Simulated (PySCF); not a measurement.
**How methods differ on the ionisation energy of Co**

Co [Ar] 3d7 4s2 (4F) → Co⁺ [Ar] 3d8 (3F), as a difference of total energies. All numbers are calculated (PySCF 2.14, scalar relativity by spin-free X2C-1e, in aug-cc-pwCVTZ-DK with one added diffuse shell each of s, p, d, f, g type (11s10p8d5f4g, 152 functions)). Correlated levels: valence: [Ar] frozen; valence and next inner shell: [Ne] frozen; nothing frozen. The calculations carry no spin-orbit coupling.

**Question.** Order these methods by the ionisation energy they give, lowest first.
A. MP2 (valence and next inner shell)
B. PBE
C. r2SCAN
D. SCS-MP2 (valence)

**Answer.** A (7.069 eV), D (7.427 eV), B (7.778 eV), C (7.903 eV).

A first-order spin-orbit estimate (lowest level to lowest level, LS coupling) adds 0.009 eV.

MP2 underrates the near-degeneracy of ns² with np² in the lower species.

For comparison: 7.881 eV (measured; NIST Atomic Spectra Database, ionization energies).
